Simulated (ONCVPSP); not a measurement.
## Pt (Z = 78), ONCV: configuration errors across variants

* Element: Pt
* Generator: ONCVPSP 4.0.1
* Type: optimised norm-conserving Vanderbilt (ONCV)
* Functional: LDA (Perdew-Zunger)
* Relativity: scalar-relativistic
* Frozen core: [Kr] 4d10
* Valence charge: 32
* Reference configuration: 4f14 5s2 5p6 5d9 6s1
* Partial waves: 5s+6s: rc 1.45 bohr, ncon 3, nbas 7, qcut 9.1 1/bohr, 3 projectors, debl 3.8 Ha; 5p: rc 1.50 bohr, ncon 5, nbas 9, qcut 10.2 1/bohr, 2 projectors, debl 2 Ha; 5d: rc 1.55 bohr, ncon 4, nbas 8, qcut 5.2 1/bohr, 2 projectors, debl 2.6 Ha; 4f: rc 0.85 bohr, ncon 3, nbas 8, qcut 19.5 1/bohr, 2 projectors, debl 3.4 Ha
* Local potential: polynomial inside 0.75 bohr (lpopt 4, dvloc0 6 Ha)
* Core correction: none

In the p channel the program set the typed energies aside and used -2.069, 0.250 Ha.

All-electron excitation energies from the reference (eV): (1) 4f14 5s2 5p6 5d9 6s0 9.545; (2) 4f14 5s2 5p6 5d8 6s0 29.804; (3) 4f14 5s2 5p6 5d7 6s0 62.315; (4) 4f14 5s2 5p6 5d8 6s1 11.417.

3 further variants failed, have other tests or too few solved ones, and are left out.

Errors AE − PS in meV (a dash: test not solved or not reliable):

| change | (1) | (2) | (3) | (4) | bound ghosts | GHOST(+) flags above zero |
| --- | --- | --- | --- | --- | --- | --- |
| base | -3.8 | -6.4 | -12 | -0.4 | none | s |
| p: qcut 6.3 | -3.8 | -6.3 | -12 | -0.5 | none | s, p |
| p: qcut 8.2 | -3.8 | -6.4 | -12 | -0.5 | none | s, p |
| p: qcut 9.8 | -3.8 | -6.4 | -12 | -0.4 | none | s, p |
| p: qcut 11 | -3.8 | -6.4 | -12 | -0.3 | none | s |
| p: qcut 11.7 | -3.8 | -6.5 | -12 | -0.3 | none | s |

Give the same row for: p: qcut 7.4.

-3.8, -6.3, -12, -0.5; bound ghosts: none; GHOST(+) flags above zero: s, p.
